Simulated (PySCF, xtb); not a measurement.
Al(Cl)(H)(nPr) (C3H8AlCl), SMILES [Cl][AlH][CH2]CC.

xtb 6.7.1 with GFN2-xTB at its own geometry gives an orbital gap of 4.32 eV and a dipole moment of 1.75 D.

Geometry optimised at B3LYP-D3(BJ)/def2-SVP. One conformer was computed; it need not be the lowest.

**Question.** What does CAM-B3LYP/def2-TZVP run with PySCF give? (An estimate is asked for; the answer gives what the named calculation found.)

**Answer.** gap 8.92 eV (levels -9.18 and -0.26 eV), dipole 1.98 D.
